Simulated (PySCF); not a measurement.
Diatomics of F with group 12

CCSD(T) with double-zeta basis sets in PySCF, for the lowest determinant that a PBE0 search found; no spin–orbit coupling. De refers to high-spin ground-configuration atoms.

```
 M       basis  reference, frozen orbitals  state (unpaired electrons)  Re (Å)  ωe (cm⁻¹)  De (eV)
Zn  x2c-SVPall                      UHF, 6               doublet (σ ↑)   1.785        643     2.62
Cd    def2-SVP                      UHF, 1               doublet (σ ↑)   1.981        566     2.05
Hg    def2-SVP                      UHF, 1               doublet (σ ↑)   2.047        458     0.78
```

The shortest bond is that of ZnF (1.785 Å), the longest that of HgF (2.047 Å). ZnF is bound most strongly (2.62 eV) and HgF least (0.78 eV).

The rows differ in basis set, which adds steps of its own.

Relativity is treated differently too: Zn spin-free X2C; Cd scalar-relativistic core potentials; Hg scalar-relativistic core potentials.

Down a group bonds as a rule get longer and wavenumbers fall, partly through the reduced mass; this series shows no clear exception.

Correlated steps freeze the inner cores (1 to 6 orbitals); shallow outer-core shells are correlated. Correlated levels converge slowly with the basis: in double zeta they bind strong bonds too weakly, by up to about 1 eV, and carry superposition errors of some tenths. Spin–orbit coupling is left out, which matters for elements this heavy, above all for dissociation energies. States were picked by a PBE0 search and need not be the measured ground states.
